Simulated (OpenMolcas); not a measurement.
## W4+ in a point-charge field

W4+ among 6 point charges of -1.7 e arranged as an octahedron (Oh), 1.84 Å from the ion.

```
Program             : OpenMolcas
Method              : CASSCF
Basis               : ANO-RCC-VDZP [7s6p4d2f1g]
Scalar Hamiltonian  : DKH2, point nucleus
Active space        : 2 electrons in 5 orbitals (5d)
State averaging     : 2S+1 = 3 even, 10 roots; 2S+1 = 1 even, 15 roots
Spin-orbit coupling : state interaction with AMFI integrals over the reference wave functions
```

The lowest spin-free states (labels of O, the rotations of Oh), above the lowest:

```json
{"State": "3T1", "Degeneracy": "3", "E (cm-1)": "0.0", "Free-ion L (%)": "F (91)"}
{"State": "1T2", "Degeneracy": "3", "E (cm-1)": "10543", "Free-ion L (%)": "D (55)"}
{"State": "1E", "Degeneracy": "2", "E (cm-1)": "10671", "Free-ion L (%)": "G (51)"}
{"State": "3T2", "Degeneracy": "3", "E (cm-1)": "18900", "Free-ion L (%)": "F (100)"}
{"State": "1A1", "Degeneracy": "1", "E (cm-1)": "22972", "Free-ion L (%)": "G (65)"}
{"State": "3T1", "Degeneracy": "3", "E (cm-1)": "28741", "Free-ion L (%)": "P (91)"}
{"State": "1T2", "Degeneracy": "3", "E (cm-1)": "31382", "Free-ion L (%)": "G (55)"}
{"State": "1T1", "Degeneracy": "3", "E (cm-1)": "34071", "Free-ion L (%)": "G (100)"}
{"State": "3A2", "Degeneracy": "1", "E (cm-1)": "39905", "Free-ion L (%)": "F (100)"}
{"State": "1E", "Degeneracy": "2", "E (cm-1)": "53124", "Free-ion L (%)": "D (51)"}
{"State": "1A1", "Degeneracy": "1", "E (cm-1)": "68832", "Free-ion L (%)": "S (65)"}
```

The lowest levels with spin-orbit coupling:

| E (cm-1) | Degeneracy | Label | 2S+1 |
| --- | --- | --- | --- |
| 0.0 | 2 | E | 3 |
| 584.3 | 3 | T2 | 3 |
| 5226 | 3 | T1 | 3 |
| 6847 | 1 | A1 | 3 |
| 13056 | 3 | T2 | 1 (80 %) |
| 14313 | 2 | E | 1 |
| 21404 | 1 | A2 | 3 |
| 23023 | 3 | T2 | 3 (86 %) |
| 23732 | 3 | T1 | 3 |
| 24205 | 2 | E | 3 |
| 25300 | 1 | A1 | 1 (62 %) |
| 31556 | 3 | T1 | 3 |
| 31919 | 1 | A1 | 3 (63 %) |
| 32425 | 3 | T2 | 3 (55 %) |
| 34706 | 2 | E | 3 |
| 36898 | 3 | T2 | 3 (53 %) |
| 38642 | 3 | T1 | 1 |
| 45935 | 3 | T2 | 3 |
| 58159 | 2 | E | 1 |
| 73921 | 1 | A1 | 1 |

Powder χT (cm3 K/mol): 0 at 2 K, 0.00139 at 10 K, 0.00694 at 50 K, 0.0139 at 100 K, 0.0305 at 200 K, 0.0526 at 300 K. The effective moment at 300 K is 2.828 √(χT) = 0.65 μB.

The lowest level has 2S+1 = 3, for which the spin-only value is χT = S(S+1) / 2 = 1.000 cm3 K/mol (g = 2). The computed 0.053 at 300 K differs by -0.947, through orbital momentum, spin-orbit coupling and any other state in reach. With a threefold ground state the orbital momentum is unquenched, so the spin-only value is not expected to hold.

A least-squares ligand-field fit to the states below 45000 cm-1, each weighted by its degeneracy and with a free common offset, gives 10Dq = 20796 cm-1, B = 748 cm-1 and C = 2909 cm-1 (C/B = 3.89), with an rms deviation of 159 cm-1.

An orbital triplet at a regular site is open to Jahn-Teller coupling, which can distort the site and quench the lowest spin-orbit gaps and is left out. Without dynamic correlation the repulsion within the d shell is too large (B by tens of per cent), so at a given field states of lower spin stand too high. This field is weak: 10Dq is about 20796 cm-1, while octahedral complexes of 5d ions of charge 3 and more, computed by the same method with explicit ligands, had a median near 35000 cm-1. Ground spin and moment need not be those of a real site. Point charges carry no covalency, so the field is a model and not that of real ligands. No measured value stands beside these numbers.
